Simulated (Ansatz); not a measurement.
Consider the ligand exchange at a Zn–F bond: `[F][Zn][O][SiH3]` + NH₃ → `[NH2][Zn][O][SiH3]` + H–F.

Program: Ansatz. Geometries: PBE0-D4/def2-TZVP. ΔE: electronic, gas phase. CBS: MP2 limit from def2 TZ/QZ plus the TZ coupled-cluster correction, frozen cores. This one scheme is used for every species. DFT in def2-TZVPP. For Zn outer-core shells are correlated without core-valence functions, which leaves a few kJ/mol of doubt a bond. Scalar relativity is left out up to krypton. Each species was taken in one conformer, which may not be the lowest.

| level | ΔE (kJ/mol) |
| --- | --- |
| PBE-QIDH | 45.3 |
| r2SCAN0 | 49.2 |
| HF/CBS(def2) | 75.6 |
| CCSD/CBS(def2) | 51.5 |

Task: What does CCSD(T)/CBS give? (Best estimate.)

Result: Computed: +48.1 kJ/mol. The listed levels differ from it by -2.8, 1.1, 27.5, 3.4 kJ/mol.

Largest T1 diagnostic among the species: 0.017.

Leaving LDA and LC-ωPBE aside and taking each functional with its dispersion term where it has one, the values, not all of them listed here, spread over 13.6 kJ/mol, from PBE-D4 to B97M-V. LDA lies −13.4 kJ/mol from PBE without D4. At CCSD(T), def2-SVP lies +15.3 kJ/mol from the extrapolated value and def2-TZVPP −3.4 kJ/mol.
